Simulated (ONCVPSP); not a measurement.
Building the ONCV potential for krypton (PBE, scalar-relativistic).

Input for ONCVPSP 4.0.1:

```
# ATOM AND REFERENCE CONFIGURATION
# atsym  z   nc   nv     iexc    psfile
  Kr 36.00    5    3        4      upf
#
#   n    l    f
    1    0    2.00
    2    0    2.00
    2    1    6.00
    3    0    2.00
    3    1    6.00
    3    2   10.00
    4    0    2.00
    4    1    6.00
#
# PSEUDOPOTENTIAL AND OPTIMIZATION
# lmax
    2
#
#   l,   rc,      ep,       ncon, nbas, qcut
    0    1.25    0.00    4    8    5.30
    1    1.60    0.00    3    6    5.30
    2    0.90    0.00    4    8   19.30
#
# LOCAL POTENTIAL
# lloc, lpopt,  rc(5),   dvloc0
    4    5    0.60    0.00
#
# VANDERBILT-KLEINMAN-BYLANDER PROJECTORs
# l, nproj, debl
    0    3    2.20
    1    1    0.70
    2    1    0.90
#
# MODEL CORE CHARGE
# icmod, fcfact, rcfact
    3    1.75    1.60
#
# LOG DERIVATIVE ANALYSIS
# epsh1, epsh2, depsh
   -4.00    5.00    0.02
#
# OUTPUT GRID
# rlmax, drl
    6.00    0.01
#
# TEST CONFIGURATIONS
# ncnf
    4
# nvcnf
#   n    l    f
    3
    3    2   10.00
    4    0    2.00
    4    1    5.00
#
    3
    3    2   10.00
    4    0    2.00
    4    1    4.00
#
    3
    3    2   10.00
    4    0    2.00
    4    1    3.00
#
    3
    3    2   10.00
    4    0    2.00
    4    1    5.50
#
```

Command:

```bash
oncvpsp.x < Kr.dat > Kr.out
```

Resulting log (shortened: citation, most of the input echo, consistency checks and plot data are left out):

```
ONCVPSP  (Optimized Norm-Conservinng Vanderbilt PSeudopotential)
scalar-relativistic version 4.0.1

#   n    l    f        energy (Ha)
    1    0    2.00    -5.2032028E+02
    2    0    2.00    -6.8518086E+01
    2    1    6.00    -6.0579984E+01
    3    0    2.00    -9.7006950E+00
    3    1    6.00    -7.1731145E+00
    3    2   10.00    -2.9914478E+00
    4    0    2.00    -8.4703761E-01
    4    1    6.00    -3.3983738E-01

Reference configufation results
  iterations    24
  all-electron total energy (Ha)   -2.79026522D+03

Begin loop to  construct optimized pseudo wave functions
and semi-local pseudopoentials for all angular momenta

   Wellstate for l =  0  n =  5
     eigenvalue =   1.3530
     asymptotic potential =   1.8530
     half-point radius =  2.4646

   Wellstate for l =  0  n =  6
     eigenvalue =   3.5530
     asymptotic potential =   4.0530
     half-point radius =  2.7356

Calculating optimized projector #   1

 for l=   0

    Fraction of norm inside rc  0.297703
    Optimizing pswf for qcut=   5.29 a_B^-1,  ecut=  14.01 Ha
    Residual kinetic energy error=  1.13D-03 Ha

    Energy error per electron        Cutoff
         Ha          eV             Ha
         0.01000     0.27211       10.56
         0.00100     0.02721       14.37
         0.00010     0.00272       41.51
         0.00001     0.00027      103.84

Calculating optimized projector #   2

 for l=   0

    Fraction of norm inside rc  0.130732
    Optimizing pswf for qcut=   5.29 a_B^-1,  ecut=  14.01 Ha
    Residual kinetic energy error=  5.05D-03 Ha

    Energy error per electron        Cutoff
         Ha          eV             Ha
         0.01000     0.27211       11.61
         0.00100     0.02721       82.38
         0.00010     0.00272      147.06
         0.00001     0.00027      168.67

Calculating optimized projector #   3

 for l=   0

    Fraction of norm inside rc  0.076696
    Optimizing pswf for qcut=   5.29 a_B^-1,  ecut=  14.01 Ha
    Residual kinetic energy error=  6.86D-03 Ha

    Energy error per electron        Cutoff
         Ha          eV             Ha
         0.01000     0.27211       13.32
         0.00100     0.02721       84.85
         0.00010     0.00272      193.01
         0.00001     0.00027      238.52

Calculating optimized projector #   1

 for l=   1

    Fraction of norm inside rc  0.377247
    Optimizing pswf for qcut=   5.29 a_B^-1,  ecut=  13.99 Ha
    Residual kinetic energy error=  3.44D-04 Ha

    Energy error per electron        Cutoff
         Ha          eV             Ha
         0.01000     0.27211        4.15
         0.00100     0.02721       11.69
         0.00010     0.00272       32.44
         0.00001     0.00027       60.66

Calculating optimized projector #   1

 for l=   2

    Fraction of norm inside rc  0.897689
    Optimizing pswf for qcut=  19.30 a_B^-1,  ecut= 186.19 Ha
    Residual kinetic energy error=  4.91D-07 Ha

    Energy error per electron        Cutoff
         Ha          eV             Ha
         0.01000     0.27211      123.83
         0.00100     0.02721      143.41
         0.00010     0.00272      159.04
         0.00001     0.00027      171.56

Construct Vanderbilt / Kleinmman-Bylander projectors

B matrix Hermiticity error, ll=   0
   1   2    2.3555E-04
   1   3   -4.2519E-04
   2   3    1.6638E-04

  Orthonormal projector coefficients -1.0130E+02  2.3167E+01  3.2044E+00

Model core correction analysis
  based on d2Exc/dn_idn_j

d2excae - all-electron derivatives

   -4.340547D-02   -5.896894D-03   -3.434063D-03
   -5.896754D-03   -2.970240D-02   -2.402114D-02
   -3.434047D-03   -2.402133D-02   -2.319000D-02

d2excps - pseudofunction derivatives with no core correction

   -6.773205D-02   -6.047237D-03   -3.484392D-03
   -6.047060D-03   -3.098559D-02   -2.454213D-02
   -3.484422D-03   -2.454251D-02   -2.329195D-02

rms 2nd derivative error    8.124262E-03

rmatch, rhocmatch    0.3414  133.7263

Teter function model core charge with specified parameters

d2excps - pseudofunction derivatives with core correction

   -5.945157D-02   -6.021538D-03   -3.456175D-03
   -6.021359D-03   -3.097392D-02   -2.453573D-02
   -3.456201D-03   -2.453611D-02   -2.328843D-02

rms 2nd derivative error    5.371381E-03

Pseudoatom total energy -173.622625

Diagnostic tests using Vanderbilt-Kleinman-Bylander pseudopotentials
  1 or more projectors used as specified by nproj input data

   l    rcore       rmatch      e in        delta e   norm test  slope test

   0   1.2503072   1.2882692  -0.8470376  -0.0000056   1.0000700   0.9999863
   0   1.2503072   1.2882692   1.3529624   0.0000243   1.0003113   1.0003113
   0   1.2503072   1.2882692   3.5529624   0.0000150   1.0004409   1.0004409

   1   1.6074295   1.6562345  -0.3398374   0.0000275   1.0000189   1.0004757

   2   0.9051609   0.9326435  -2.9914478  -0.0000339   0.9999787   1.0000276

 Testing for bound ghosts
   n   l    E NL Schr. Eq   E Basis Diag.   E Cutoff

       0                      -18.070329    221.69  WARNING - GHOST(-)
       0                       -8.277536    221.69  WARNING - GHOST(-)
   1   0       -0.847043       -0.835822    221.69

       1                       -3.355722     37.77  WARNING - GHOST(-)
   2   1       -0.339810       -0.331723     37.77

   3   2       -2.991482       -2.991264    316.35

 Testing for highly-localized positive-energy ghosts
       l    <radius>/rc     E Basis Diag.   E Cutoff

       0        0.475542       38.849882    221.69  WARNING - GHOST(+)

       0        0.677737       76.108427    221.69  WARNING - GHOST(+)

Test configuration 0

   n   l     f        eae           eps        diff
   1   0  2.0000 -520.32028468
   2   0  2.0000  -68.51808634
   2   1  6.0000  -60.57998449
   3   0  2.0000   -9.70069501
   3   1  6.0000   -7.17311446
   3   2 10.0000   -2.99144784   -2.99148170   -3.39D-05
   4   0  2.0000   -0.84703761   -0.84704319   -5.58D-06
   4   1  6.0000   -0.33983738   -0.33980986    2.75D-05

    Total energies and differences
      AE_ref= -2.79026522D+03  AE_tst= -2.79026522D+03  dif=  0.00D+00
      PS_ref= -1.73622625D+02  PS_tst= -1.73622625D+02  dif= -1.14D-13
      PSP excitation error=  1.14D-13

Test configuration 1

   n   l     f        eae           eps        diff
   1   0  2.0000 -520.76458366
   2   0  2.0000  -68.95881877
   2   1  6.0000  -61.02119185
   3   0  2.0000  -10.13850823
   3   1  6.0000   -7.61084263
   3   2 10.0000   -3.42870704   -3.42725864    1.45D-03
   4   0  2.0000   -1.24880826   -1.24881921   -1.10D-05
   4   1  5.0000   -0.71839430   -0.71840953   -1.52D-05

    Total energies and differences
      AE_ref= -2.79026522D+03  AE_tst= -2.78974012D+03  dif=  5.25D-01
      PS_ref= -1.73622625D+02  PS_tst= -1.73097429D+02  dif=  5.25D-01
      PSP excitation error= -9.23D-05

Test configuration 2

   n   l     f        eae           eps        diff
   1   0  2.0000 -521.27501550
   2   0  2.0000  -69.46259098
   2   1  6.0000  -61.52582510
   3   0  2.0000  -10.63679031
   3   1  6.0000   -8.10893806
   3   2 10.0000   -3.92592181   -3.92136599    4.56D-03
   4   0  2.0000   -1.69334128   -1.69330652    3.48D-05
   4   1  4.0000   -1.13844009   -1.13850975   -6.97D-05

    Total energies and differences
      AE_ref= -2.79026522D+03  AE_tst= -2.78881494D+03  dif=  1.45D+00
      PS_ref= -1.73622625D+02  PS_tst= -1.72172040D+02  dif=  1.45D+00
      PSP excitation error= -3.07D-04

Test configuration 3

   n   l     f        eae           eps        diff
   1   0  2.0000 -521.84340590
   2   0  2.0000  -70.02081894
   2   1  6.0000  -62.08534872
   3   0  2.0000  -11.18657568
   3   1  6.0000   -8.65841565
   3   2 10.0000   -4.47406529   -4.46436299    9.70D-03
   4   0  2.0000   -2.17200596   -2.17176120    2.45D-04
   4   1  3.0000   -1.59208341   -1.59213205   -4.86D-05

    Total energies and differences
      AE_ref= -2.79026522D+03  AE_tst= -2.78745248D+03  dif=  2.81D+00
      PS_ref= -1.73622625D+02  PS_tst= -1.70809259D+02  dif=  2.81D+00
      PSP excitation error= -6.24D-04

Test configuration 4

   n   l     f        eae           eps        diff
   1   0  2.0000 -520.53344274
   2   0  2.0000  -68.72981863
   2   1  6.0000  -60.79190938
   3   0  2.0000   -9.91126285
   3   1  6.0000   -7.38365115
   3   2 10.0000   -3.20179814   -3.20126776    5.30D-04
   4   0  2.0000   -1.04182821   -1.04183815   -9.94D-06
   4   1  5.5000   -0.52325521   -0.52324442    1.08D-05

    Total energies and differences
      AE_ref= -2.79026522D+03  AE_tst= -2.79005001D+03  dif=  2.15D-01
      PS_ref= -1.73622625D+02  PS_tst= -1.73407388D+02  dif=  2.15D-01
      PSP excitation error= -3.23D-05
```

Note: ghosts flagged at negative energy: s at -491.7 eV, s at -225.2 eV, p at -91.3 eV; GHOST(+) flags only above 600 eV. A true bound ghost makes a file unfit for plane-wave use.

The run took about 2.7 s on one core of a shared server CPU.
